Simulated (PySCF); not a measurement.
**Basis-set dependence of excited states**

C3H9BO.
Z-matrix (Å and degrees, PBE0-D3(BJ)/def2-SVP geometry), rows numbered from 1:
```
B 
O   1  1.3387
C   2  1.4129  1  123.21
C   3  1.5148  2  110.70  1  -113.01
C   4  1.5198  3  112.51  2  -175.92
H   1  1.2088  2  117.17  3   178.98
H   1  1.2162  2  120.17  3    -1.09
H   3  1.1032  2  107.47  1   126.69
H   3  1.1056  2  109.99  1     9.67
H   4  1.1025  3  108.35  2   -53.29
H   4  1.1034  3  108.57  2    61.76
H   5  1.1018  4  111.54  3   -61.74
H   5  1.1019  4  111.47  3    58.40
H   5  1.0996  4  111.17  3   178.30
```

TDDFT with PBE0 (PySCF), vertical singlets, core orbitals frozen in the response, spherical d and f functions. One conformer (not necessarily the lowest) at the PBE0-D3(BJ)/def2-SVP geometry, without solvent, vibrations or thermal averaging.

```tsv
basis	functions	diffuse	S1 (eV)	S2 (eV)	S3 (eV)	S4 (eV)	S5 (eV)	LUMO (eV)	α (au)
6-31G*	88	no	6.54	8.02	8.17	9.07	9.48	0.25	48.7
6-31+G*	108	yes	6.29	7.66	7.69	8.02	8.40	-0.40	53.7
def2-SVP	115	no	6.34	7.82	7.98	8.81	9.22	-0.10	50.8
def2-SVPD	175	yes	6.26	7.67	7.75	8.19	8.62	-0.36	58.1
aug-cc-pVDZ	196	yes	6.21	7.57	7.58	7.64	8.02	-0.47	59.3
def2-TZVP	209	no	6.27	7.66	7.72	8.62	8.63	-0.32	56.6
def2-TZVPD	269	yes	6.23	7.61	7.64	7.87	8.27	-0.40	59.1
```

Q: How much do these states and the polarisability depend on the basis?

A: States are compared by their number. Against the largest diffuse basis here (def2-TZVPD, itself not a converged limit), sets without diffuse functions differ by up to 0.31 eV in S1 and 1.21 eV in S5; the smaller diffuse sets differ by up to 0.06 and 0.34 eV. State by state, the largest deviation of a set without diffuse functions is S1 0.31, S2 0.41, S3 0.53, S4 1.19, S5 1.21 eV. The same number needn't mean the same state in each row. Against def2-TZVPD the polarisability deviates by -18% in 6-31G*, -9% in 6-31+G*, -14% in def2-SVP, -2% in def2-SVPD, 0% in aug-cc-pVDZ, -4% in def2-TZVP. A single + in a Pople set puts diffuse functions on heavy atoms only.

Without π bonds the low states are Rydberg-like; a valence basis with one diffuse set may place them up to an eV too high.
